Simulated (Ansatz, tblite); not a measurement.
Cost and result up the ladder for the cluster Te₂Pd⁻ (the lowest doublet isomer of a short search) (3 atoms). Charge -1, multiplicity 2. Geometry: PBE-D4/def2-TZVPD.

```xyz
3

Pd   -0.9358    0.4843    0.5582
Te    1.1874   -0.5686    1.2104
Te   -0.2516    0.0843   -1.7686
```

Ansatz on 4 threads of AMD EPYC 7B13 on a shared host; xTB runs through tblite on one thread. Times are rough, summed over both states, and most runs start from the orbitals of an earlier one. PBE0-D4/def2-TZVPD serves as the yardstick here, not as an exact answer. The other state is a triplet.

In the def2 sets Pd, Te take a core potential; there is no spin–orbit coupling. The xTB rows come from tblite. Another isomer (doublet) lies 0.17 eV lower at PBE0-D4/def2-TZVPD.

Raw xTB energies of ions are shifted by several eV, and xTB has no spin-polarisation term.

```tsv
level	functions	wall time	vertical IE (eV)	difference from PBE0-D4/def2-TZVPD (eV)
GFN1-xTB	27	0.006 s	6.61	3.89
GFN2-xTB	27	0.012 s	7.91	5.19
PBE-D4/def2-TZVPD	158	6.5 s	2.66	-0.06
r2SCAN-D4/def2-TZVPD	158	21 s	2.69	-0.03
PBE0-D4/def2-TZVPD (with forces)	158	22 s	2.72	0.00
```
